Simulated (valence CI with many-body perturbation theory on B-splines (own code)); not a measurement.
## E1 line list for Pd XLI

Level of theory: relativistic CI+MBPT: four valence electrons over a frozen Dirac-Fock core [He], a basis of 11 s, 11 p, 10 d, 8 f, 5 g, 2 h functions for each j, with the one-electron correlation potential Σ1 (screened to all orders), the two-electron term Σ2, the three-electron term Σ3, Breit, model QED; selected single and double excitations, second order for the rest, scaled by the run's own slope (own B-spline code, finite nucleus).

No measured spectrum was set against this ion. As an estimate, large intervals hold to a few tenths of a per cent, small ones and those within an open d or f shell to about a per cent. Among the levels kept, up to 940 cm⁻¹ of a level comes from second order outside the variational space, and about a tenth of that is noise between levels of different J, which matters for small intervals.

Lines 1 to 50 of 554 in falling wavelength, among levels below 316.26 Ry, chosen from the strongest by gf and those to the six lowest levels. Wavelengths and rates use the calculated energies. Electric multipoles are in the length gauge, E1 and E2 with the static RPA response of the core. Weak lines are less certain than strong ones. Lines between different terms over intervals too small for the method are left out, as are lines whose strength nearly cancels. Where a level lies close to another of its J and parity, the split of strength between their lines is uncertain. The highest levels of a list are the least certain.

Levels are named by their leading jj configuration (3d3/2^4 stands for four electrons in 3d with j = 3/2), which in mixed levels can hold well under half, so a name can repeat and another be missing. Letters in brackets count levels of one name in rising energy.

```tsv
λ vac (Å)	Upper	Lower	A (s⁻¹)	log gf	Branch %
320.1	(2p1/2 2p3/2^2 3p1/2) J=3	(2p1/2 2p3/2^2 3s) J=2 [b]	7.55e+08	-1.09	0.0
273.7	(2p1/2^2 2p3/2 3p1/2) J=2	(2p1/2^2 2p3/2 3s) J=2	1.53e+09	-1.07	0.0
262.9	(2s 2p3/2^2 3p1/2) J=3	(2s 2p3/2^2 3s) J=2 [a]	1.48e+09	-0.97	0.0
223.8	(2s^2 2p3/2 3p1/2) J=2	(2s^2 2p3/2 3s) J=2	2.22e+09	-1.08	0.2
221.9	(2s 2p3/2^2 3d5/2) J=4 [a]	(2s 2p3/2^2 3p3/2) J=4	1.48e+09	-1.01	0.0
220.8	(2s 2p3/2^2 3d5/2) J=4 [a]	(2s 2p3/2^2 3p3/2) J=3 [a]	1.61e+09	-0.98	0.0
219.6	(2s 2p1/2^2 3d5/2) J=3	(2s 2p1/2^2 3p3/2) J=2	2.52e+09	-0.89	0.0
216.4	(2s 2p1/2 2p3/2 3d5/2) J=4 [a]	(2s 2p1/2 2p3/2 3p3/2) J=3 [a]	4.28e+09	-0.57	0.1
215.5	(2s 2p1/2 2p3/2 3d5/2) J=5	(2s 2p1/2 2p3/2 3p3/2) J=4	4.70e+09	-0.44	63.3
215.3	(2p1/2^2 2p3/2 3d5/2) J=3	(2p1/2^2 2p3/2 3p3/2) J=2	2.20e+09	-0.97	0.0
212.7	(2s 2p3/2^2 3d5/2) J=5	(2s 2p3/2^2 3p3/2) J=4	4.78e+09	-0.45	11.0
212.5	(2p1/2^2 2p3/2 3d5/2) J=4	(2p1/2^2 2p3/2 3p3/2) J=3	5.45e+09	-0.48	0.9
212.0	(2p1/2 2p3/2^2 3d5/2) J=4	(2p1/2 2p3/2^2 3p3/2) J=3 [a]	5.14e+09	-0.51	0.7
211.7	(2s 2p3/2^2 3d5/2) J=3 [c]	(2s 2p3/2^2 3p3/2) J=2 [c]	3.92e+09	-0.73	0.0
208.1	(2s 2p3/2^2 3d5/2) J=3 [a]	(2s 2p3/2^2 3p3/2) J=2 [a]	2.73e+09	-0.91	0.0
206.3	(2s 2p1/2 2p3/2 3d5/2) J=3 [a]	(2s 2p1/2 2p3/2 3p3/2) J=2 [a]	2.23e+09	-1.00	0.0
205.5	(2s 2p1/2 2p3/2 3d5/2) J=2 [d]	(2s 2p1/2 2p3/2 3p3/2) J=1 [d]	3.31e+09	-0.98	0.0
203.1	(2s 2p1/2 2p3/2 3d5/2) J=2 [c]	(2s 2p1/2 2p3/2 3p3/2) J=1 [c]	3.08e+09	-1.02	0.0
202.7	(2s 2p3/2^2 3p1/2) J=2 [a]	(2s 2p3/2^2 3s) J=3	3.65e+09	-0.95	0.0
202.7	(2s 2p3/2^2 3d5/2) J=3 [b]	(2s 2p3/2^2 3p3/2) J=2 [b]	2.54e+09	-0.96	0.0
201.0	(2s 2p1/2 2p3/2 3p1/2) J=2 [b]	(2s 2p1/2 2p3/2 3s) J=3	2.80e+09	-1.07	0.0
200.6	(2s 2p1/2 2p3/2 3d5/2) J=4 [c]	(2s 2p1/2 2p3/2 3p3/2) J=3 [c]	5.68e+09	-0.51	0.0
199.9	(2s 2p1/2 2p3/2 3d5/2) J=3 [d]	(2s 2p1/2 2p3/2 3p3/2) J=2 [d]	5.08e+09	-0.67	0.0
197.5	(2s 2p1/2 2p3/2 3d5/2) J=3 [c]	(2s 2p1/2 2p3/2 3p3/2) J=2 [c]	5.10e+09	-0.68	0.0
195.2	(2s^2 2p3/2 3d5/2) J=4	(2s^2 2p3/2 3p3/2) J=3	5.38e+09	-0.56	53.0
194.8	(2s 2p3/2^2 3d5/2) J=4 [b]	(2s 2p3/2^2 3p3/2) J=3 [b]	5.58e+09	-0.54	0.1
194.6	(2s^2 2p1/2 3d5/2) J=3	(2s^2 2p1/2 3p3/2) J=2	5.89e+09	-0.63	0.0
192.7	(2s 2p3/2^2 3d5/2) J=2 [a]	(2s 2p3/2^2 3p3/2) J=2 [a]	3.07e+09	-1.07	0.0
192.5	(2s 2p1/2 2p3/2 3d5/2) J=4 [b]	(2s 2p1/2 2p3/2 3p3/2) J=3 [b]	5.42e+09	-0.57	0.0
192.0	(2s 2p3/2^2 3p1/2) J=3	(2s 2p3/2^2 3s) J=3	2.76e+09	-0.97	0.0
191.3	(2s 2p3/2^2 3d3/2) J=4	(2s 2p3/2^2 3p3/2) J=3 [a]	2.76e+09	-0.87	0.0
191.2	(2s 2p1/2 2p3/2 3s) J=3	(2s 2p1/2^2 3p3/2) J=2	3.00e+09	-0.94	0.0
190.9	(2s^2 2p1/2 3d5/2) J=2	(2s^2 2p1/2 3p3/2) J=1	4.43e+09	-0.92	0.0
188.7	(2p1/2^2 2p3/2 3d5/2) J=2	(2p1/2^2 2p3/2 3p3/2) J=1	3.90e+09	-0.98	0.0
188.0	(2s^2 2p3/2 3d5/2) J=3	(2s^2 2p3/2 3p3/2) J=2	3.97e+09	-0.83	0.0
186.1	(2s 2p1/2 2p3/2 3d5/2) J=2 [b]	(2s 2p1/2 2p3/2 3p3/2) J=2 [b]	3.18e+09	-1.08	0.0
185.5	(2s 2p1/2 2p3/2 3d5/2) J=2 [a]	(2s 2p1/2 2p3/2 3p3/2) J=1 [a]	4.70e+09	-0.92	0.0
184.6	(2p1/2 2p3/2^2 3s) J=3	(2p1/2^2 2p3/2 3p3/2) J=2	3.70e+09	-0.88	0.0
181.2	(2s 2p3/2^2 3d5/2) J=2 [b]	(2s 2p3/2^2 3p3/2) J=1 [b]	5.51e+09	-0.87	0.0
180.9	(2s 2p1/2^2 3d5/2) J=2	(2s 2p1/2^2 3p3/2) J=1	7.24e+09	-0.75	0.0
176.2	(2s^2 2p3/2 3d5/2) J=2	(2s^2 2p3/2 3p3/2) J=1	3.76e+09	-1.06	0.0
175.1	(2s 2p1/2 2p3/2 3d3/2) J=3 [b]	(2s 2p1/2 2p3/2 3p3/2) J=2 [a]	3.25e+09	-0.98	0.0
173.0	(2s 2p1/2 2p3/2 3d5/2) J=3 [b]	(2s 2p1/2 2p3/2 3p3/2) J=2 [b]	3.65e+09	-0.94	0.0
152.1	(2s 2p3/2^2 3d5/2) J=3 [a]	(2s 2p3/2^2 3p3/2) J=3 [a]	3.49e+09	-1.07	0.0
149.5	(2s 2p3/2^2 3p3/2) J=3 [a]	(2s 2p3/2^2 3s) J=2 [a]	7.42e+09	-0.76	0.0
146.2	(2p1/2^2 2p3/2 3p3/2) J=1	(2p1/2^2 2p3/2 3s) J=1	1.42e+10	-0.86	0.0
144.7	(2p1/2 2p3/2^2 3p3/2) J=3 [b]	(2p1/2 2p3/2^2 3s) J=2 [b]	1.02e+10	-0.65	0.0
144.2	(2p1/2 2p3/2^2 3p3/2) J=3 [b]	(2p1/2 2p3/2^2 3s) J=3	5.32e+09	-0.94	0.0
144.1	(2s 2p3/2^2 3p3/2) J=1 [b]	(2s 2p3/2^2 3s) J=0	9.91e+09	-1.03	0.0
143.9	(2s 2p1/2 2p3/2 3p3/2) J=1 [a]	(2s 2p1/2 2p3/2 3s) J=1 [a]	1.35e+10	-0.90	0.0
```
